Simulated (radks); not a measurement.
Values are calculated unless marked as measured or tabulated.
The table gives one normalised radial function P(r) = r R(r) (large component) of Rh10+ in [Ar] 3d(3/2: 4, 5/2: 5) 4s2 4p6 (r in bohr). Level of theory: Dirac Kohn-Sham, BLYP, spin-unpolarised, spherical densities, finite nucleus; Fermi nuclear charge, rms radius 4.4945 fm (a radial shooting solver on a logarithmic mesh with Libxc functionals).

r,P
0.003444,0.0213
0.005016,0.0381
0.007306,0.0688
0.01073,0.1257
0.01562,0.2227
0.02275,0.3794
0.03314,0.6034
0.04826,0.8566
0.07029,1.0018
0.1024,0.7875
0.1491,0.0108
0.2172,-1.1012
0.3163,-1.7679
0.4643,-1.4199
0.6763,-0.5994
0.985,-0.1157
1.435,-0.0077
2.089,-0.0001
3.043,0.0000

Which n and l does it have? It may be an empty orbital.

Answer. n = 3, l = 1: the number of nodes gives n - l - 1 = 1, the rise at small r points to l (for j = l - 1/2 the large component starts outside the nucleus as r^gamma with gamma = sqrt(l^2 - (Z/c)^2) = 0.94 and the r^(l+1) term takes over further out; the orbital of l - 1 with the same j starts with the same power, but with a larger coefficient, and does not steepen), and the extent must fit the shell. The curve is that of 3p1/2; the two j differ most near the nucleus, where j = l - 1/2 has the larger amplitude, and in heavy atoms j = l - 1/2 is also the more compact. 3p1/2: eigenvalue -713.02 eV, 1 radial node at r = 0.150 bohr, <r> = 0.378 bohr, 90 % of the charge inside 0.570 bohr.
